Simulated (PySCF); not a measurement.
Predicted microwave data (PBE0/pcSseg-1 in PySCF (dipole) on a GFN2-xTB geometry, gas phase) for one isomer of C6H13O2P:

| Quantity | Value |
| --- | --- |
| Rotational constants | A = 2620, B = 993.3, C = 907.5 MHz |
| Dipole components | \|μa\| = 0.69 D, \|μb\| = 0.22 D, \|μc\| = 2.99 D |
| Inertial defect | -144.79 u·Å² |
| κ | -0.90 |

Question: Which candidate fits, each taken in the one conformer that was computed?
A. `[CH3:1][CH2:2][CH2:3][P:4]([CH3:5])[C:6](=[O:7])[O:8][CH3:9]` with C1–C2–C3–P4 61°, C2–C3–P4–C5 76°, C3–P4–C6–O7 25°, P4–C6–O8–C9 -176°
B. `[CH3:1][O:2][C@@H:3]1[CH2:4][P@:5]([CH3:6])(=[O:7])[C@H:8]1[CH3:9]` with C1–O2–C3–C4 -73°, O2–C3–C4–P5 -135°, C3–C4–P5–C6 -93°, C4–P5–C8–C9 -137°, O2–C3–C8–P5 138°
C. `[CH3:1][CH2:2][CH2:3][P@@:4](=[O:5])([OH:6])[CH:7]1[CH2:8][CH2:9]1` with C1–C2–C3–P4 176°, C2–C3–P4–O5 -50°, C3–P4–O6–H -136°, C3–P4–C7–C8 158°
D. `[CH3:1][CH2:2][P:3]1(=[O:4])[CH2:5][CH2:6][O:7][CH2:8][CH2:9]1` with C1–C2–P3–O4 54°, C2–P3–C5–C6 -165°, P3–C5–C6–O7 63°, C5–C6–O7–C8 -70°, C6–O7–C8–C9 70°
E. `[CH3:1][CH:2]([CH3:3])[P@:4](=[O:5])([OH:6])[CH:7]1[CH2:8][CH2:9]1` with C1–C2–P4–O5 -59°, C2–P4–O6–H 121°, C2–P4–C7–C8 89°
F. `[CH3:1][CH2:2][CH2:3][P@:4]([CH3:5])(=[O:6])[C:7]([CH3:8])=[O:9]` with C1–C2–C3–P4 174°, C2–C3–P4–C5 72°, C3–P4–C7–C8 124°

Answer: D. It is CCP1(=O)CCOCC1, an asymmetric top, point group C1. The candidates at the same level (rigid rotor, commonest isotopes):

| SMILES | A (MHz) | B (MHz) | C (MHz) | μa (D) | μb (D) | μc (D) | Δ (u·Å²) | point group | rotor |
| --- | --- | --- | --- | --- | --- | --- | --- | --- | --- |
| CCC[P@@](=O)(O)C1CC1 | 2653 | 790.9 | 724.6 | 0.09 | 0.92 | 2.17 | -132.09 | C1 | near-prolate asymmetric top |
| CCP1(=O)CCOCC1 | 2620 | 993.3 | 907.5 | 0.69 | 0.22 | 2.99 | -144.79 | C1 | asymmetric top |
| CO[C@@H]1C[P@](C)(=O)[C@H]1C | 2222 | 926.6 | 810.8 | 2.45 | 1.07 | 3.86 | -149.58 | C1 | asymmetric top |
| CCC[P@](C)(=O)C(C)=O | 2128 | 800.6 | 762.3 | 0.69 | 0.85 | 0.84 | -205.72 | C1 | near-prolate asymmetric top |
| CCCP(C)C(=O)OC | 3035 | 705.5 | 637.7 | 0.60 | 1.54 | 0.84 | -90.39 | C1 | near-prolate asymmetric top |
| CC(C)[P@](=O)(O)C1CC1 | 1847 | 1164 | 1013 | 0.12 | 2.71 | 0.61 | -208.68 | C1 | asymmetric top |

`CC(C)[P@](=O)(O)C1CC1` has A 30 % too low; `CCCP(C)C(=O)OC` has C 30 % too low; `CCC[P@](C)(=O)C(C)=O` has B 19 % too low; `CCC[P@@](=O)(O)C1CC1` has B 20 % too low; `CO[C@@H]1C[P@](C)(=O)[C@H]1C` has A 15 % too low. No structure here is proved a minimum.
